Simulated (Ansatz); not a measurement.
The Br1–H2 bond of HBr is stretched (multiplicity 1).


Frozen-core correlation. Filled d and f shells under p-block atoms count as core.

The values were computed with Ansatz (a quantum-chemistry and plane-wave program) with Gaussian orbitals. 

FIC-MRCISD+Q on CASSCF(8,5)/cc-pVTZ, total energies (hartree):

| R (Å) | CASSCF | MRCISD | weight c² of the reference |
|---|---|---|---|
| 1.425 | -2573.066516 | -2573.234910 | 0.93632 |
| 2.493 | -2572.963351 | -2573.119286 | 0.93707 |
| 5.699 | -2572.940026 | -2573.091991 | 0.93868 |

Add the Davidson correction (E_MRCISD − E_CASSCF)(1 − c²)/c² and give the energies above the first point at the three levels.


Corrections (hartree): -0.011453, -0.010472, -0.009927. Above the first point (kcal/mol):
- R = 2.493 Å: CASSCF 64.7, MRCISD 72.6, with the correction 73.2
- R = 5.699 Å: CASSCF 79.4, MRCISD 89.7, with the correction 90.6
